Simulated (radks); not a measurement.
The numbers below are computed, except where a source is named.
Task: These are the eigenvalues of the occupied orbitals of an atom or ion with whole-number occupations (hartree). Level of theory: Dirac Kohn-Sham, PBEsol, spin-unpolarised, spherical densities, point nucleus (a radial shooting solver on a logarithmic mesh with Libxc functionals).

1s1/2: -2395.319
2s1/2: -409.4938
2p1/2: -391.1084
2p3/2: -347.3305
3s1/2: -93.38600
3p1/2: -85.23786
3p3/2: -75.85724
3d3/2: -62.06603
3d5/2: -60.01962
4s1/2: -18.90154
4p1/2: -15.56532
4p3/2: -13.41574
4d3/2: -7.93398
4d5/2: -7.54042
5s1/2: -2.58394
5p1/2: -1.63565
5p3/2: -1.34557
4f5/2: -0.77899
4f7/2: -0.71482
6s1/2: -0.24136
5d3/2: -0.19534
5d5/2: -0.17551
6p1/2: -0.09757
6p3/2: -0.07842

Which element is it, and in what charge state? The configuration may be excited. Open shells, if any, are shared by 2j + 1.

Result: Z = 72, hafnium, charge 0: Hf in [Xe] 4f14 5d1 6s2 6p1. The list shows which subshells hold electrons but not how many an open one holds; the 1s level, -2395.3 hartree, gives Z - s = 69.2 by -(Z - s)^2/2, which with screening and relativity narrows Z to a few neighbours, and the depths of the outer levels then fix element, charge and occupations together.
